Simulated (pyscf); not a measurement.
## `[Cl][SiH2][Cl]`, singlet

Gas-phase minimum from PySCF at ωB97X-D3(BJ)/def2-SVP, one conformer. 

SMILES: Cl[SiH2]Cl
```xyz
5

Cl     1.9430    -1.0450    -0.8497
Si     0.1541    -0.1693    -0.3558
Cl     0.1731     1.7997    -0.9332
H     -0.9314    -0.8659    -1.0802
H     -0.0153    -0.2318     1.1125
```

Bonds (Å): Cl1–Si2 2.052, Si2–Cl3 2.052, Si2–H4 1.479, Si2–H5 1.479. Bond angles (°): Cl1–Si2–Cl3 109.5, Cl1–Si2–H4 108.7, Cl1–Si2–H5 108.7, Cl3–Si2–H4 108.7, Cl3–Si2–H5 108.7, H4–Si2–H5 112.5.

Properties at ωB97X-D3(BJ)/def2-SVP:

- Harmonic wavenumbers, unscaled = 189, 547, 609, 612, 724, 909, 969, 2313, 2322 cm⁻¹
- Zero-point energy = 13.1 kcal/mol
- Rotational symmetry number = 2
- Entropy of this conformer at 298 K and 1 atm, rigid rotor and harmonic oscillator, modes under 100 cm⁻¹ raised to 100 = 286.2 J/(mol K)
- Dipole moment = 1.41 D

Single-point totals, which compare only within one level (frozen core for MP2 and CC):

```csv
level,total energy (hartree)
ωB97X-D3(BJ)/def2-TZVP,-1211.27038
PBE/def2-TZVP,-1210.69811
r²SCAN/def2-TZVP,-1211.14247
B3LYP-D3(BJ)/def2-TZVP,-1211.28939
PBE0-D3(BJ)/def2-TZVP,-1210.80778
M06-2X/def2-TZVP,-1211.17690
ωB97M-D3(BJ)/def2-TZVP,-1211.37255
HF/def2-TZVPP,-1209.23800
MP2/def2-TZVPP,-1209.73787
CCSD/def2-TZVPP,-1209.78357
CCSD(T)/def2-TZVPP,-1209.80565
```

The CCSD(T) − MP2 part came from Ansatz, without density fitting, on the same reference.
